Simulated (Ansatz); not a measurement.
Program: Ansatz. Geometries: PBE0-D4/def2-TZVP. ΔE: electronic, gas phase. CCSD(T)/CBS adds triple-zeta CCSD(T) − MP2 to the extrapolated MP2 energy (def2 sets, frozen cores). This one scheme is used for every species. Functionals use def2-TZVPP.

`CC(F)C(F)(F)F` + H–F → `FC(F)C(F)(F)F` + CH₄  (substitution at a C–C bond)

| level | ΔE (kJ/mol) |
| --- | --- |
| revPBE-D4 | 27.7 |
| PBE-QIDH | 33.9 |
| MP2/def2-TZVPP | 41.3 |
| CCSD(T)/def2-TZVPP | 34.4 |

(1) What does CCSD(T)/CBS give? (Best estimate.)

Largest T1 diagnostic among the species: 0.012.

Answers

(1) The calculation gave: +41.3 kJ/mol. The listed levels differ from it by -13.6, -7.4, 0.0, -6.9 kJ/mol.

At CCSD(T), def2-SVP lies −23.6 kJ/mol from the extrapolated value and def2-TZVPP −7.0 kJ/mol. From PBE to PBE0 (25 % exact exchange), in def2-TZVPP and without D4, ΔE moves by +4.8 kJ/mol.

CCSD(T)/CBS has its own doubt, a few kJ/mol and more with outer-core shells, so smaller differences from it don't rank the levels.
